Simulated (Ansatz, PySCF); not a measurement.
Al(Me)3(OH2) (C3H11AlO), SMILES [CH3][Al]([CH3])([CH3])<-[OH2] (connectivity only; charge and spin as stated), neutral, multiplicity 1.

Geometry optimised at B3LYP-D3(BJ)/def2-SVP. The isomer is the one that the SMILES or the coordinates give; other isomers of the formula were not compared. Other conformers were not sampled.

Vertical ionisation energy (IE) and electron affinity (EA) in eV. Rows of orbital energies are one-electron estimates. Where ΔSCF, EOM or ADC give a negative EA the extra electron is unbound and the value depends on the basis.

| level | IE | EA |
|---|---|---|
| −ε(HOMO), −ε(LUMO), r2SCAN/def2-TZVP (PySCF) | 5.88 | 0.57 |
| ΔSCF, ωB97X-V/def2-SVPD (Ansatz), final states of multiplicity 2 and 2 | 9.18 | -0.77 |

Task: What vertical singlet–triplet gap does ΔSCF give with ωB97X-V/def2-SVPD (Ansatz, a first-principles code)? (Estimate from the structure and the level; the computed values follow.)

Result: 6.21 eV (triplet above singlet where positive).
